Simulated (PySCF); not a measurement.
The numbers below are computed, except where a source is named.
## Si3H8N

Si3H8N is a small molecule (built as: end group SiH2), neutral, doublet. The structure, one conformer, was relaxed in the gas phase by PBE0-D3(BJ)/def2-SVP. No frequency run checks that it is a minimum.

SMILES: [SiH2]N([SiH3])[SiH3]

```csv
atom,x (Å),y (Å),z (Å)
Si1,-0.872,-0.153,-1.426
N2,0.191,0.055,-0.039
Si3,-0.401,0.684,1.493
Si4,1.883,-0.400,-0.188
H5,-1.991,0.830,-1.331
H6,-0.090,0.086,-2.677
H7,-1.448,-1.531,-1.485
H8,-1.489,1.674,1.236
H9,-0.943,-0.400,2.369
H10,0.732,1.348,2.204
H11,2.383,-0.880,1.144
H12,1.998,-1.495,-1.209
```

EPR values by unrestricted B3LYP, IGLO-III on N Si, pcH-1 on H.

Question: Predict g and the largest hyperfine couplings. Where does the spin sit?

Answer: g = 2.0021, 2.0025, 2.0036. The spin sits on Si4 (82 %, bonded to 1 N + 2 H) by Mulliken populations.
```csv
atom,isotope,isotropic (MHz),"dipolar, principal values (MHz)"
Si4,29Si,-613.2,"-142.0, 70.6, 71.4"
H11,1H,100.4,"-7.5, 0.1, 7.5"
H12,1H,97.0,"-7.5, 0.0, 7.5"
N2,14N,14.1,"-5.7, -5.3, 11.0"
H9,1H,4.4,"-1.2, -0.9, 2.2"
H6,1H,2.5,"-1.9, -1.5, 3.5"
```

Question: How do the isotropic couplings move with BHandHLYP?

Answer: Si4 -613.2 to -647.8 MHz, H11 100.4 to 102.9 MHz, H12 97.0 to 99.6 MHz, N2 14.1 to 16.5 MHz.
